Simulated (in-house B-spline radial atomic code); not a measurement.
I²⁺ is squeezed into an impenetrable sphere of radius R (the orbitals vanish at R). No spin polarisation. Computed with an all-electron radial atomic-structure program (B-spline basis): non-relativistic LDA VWN5, spherical fractional occupations, point nucleus.

Energies in eV above the free ion in [Kr] 4d10 5s2 5p3:

```
R (bohr)  highest level (eV)  [Kr] 4d10 5s2 5p3  [Kr] 4d10 5s1 5p4  [Kr] 4d10 4f1 5s2 5p2  -dE/dV in [Kr] 4d10 5s2 5p3 (GPa)
    7.32               -24.6           0.003991              9.995                  19.53                             0.0146
    5.82               -24.5             0.1126              10.12                  20.26                              0.619
    4.64               -23.6              1.357              11.53                  22.55                               11.1
    4.12               -22.3              3.907              14.38                  25.69                               39.9
    3.62               -19.3              10.64              21.74                  32.77                                139
    2.91               -8.13              44.32              57.63                  64.52                                921
    2.73               -2.36              64.28              78.57                  82.63                               1550
    2.34                19.5                149              166.5                  158.3                               5240
    1.63                 164              879.4              907.9                  809.4                              80800
    1.31                 389               2331               2364                   2122                             383000
```

(1) Does [Kr] 4d10 5s1 5p4 fall below [Kr] 4d10 5s2 5p3 under compression?

(2) Does [Kr] 4d10 4f1 5s2 5p2 fall below [Kr] 4d10 5s2 5p3 under compression?

The highest level is first positive in the row R = 2.34 bohr, pushed up by confinement above the zero of the free ion's potential. Each configuration is held fixed and needn't be the lowest in the sphere.

Results:

(1) No, it stays above over the whole range.

(2) Yes, between R = 2.34 and 1.63 bohr the order changes (near 2.26 bohr by linear interpolation).
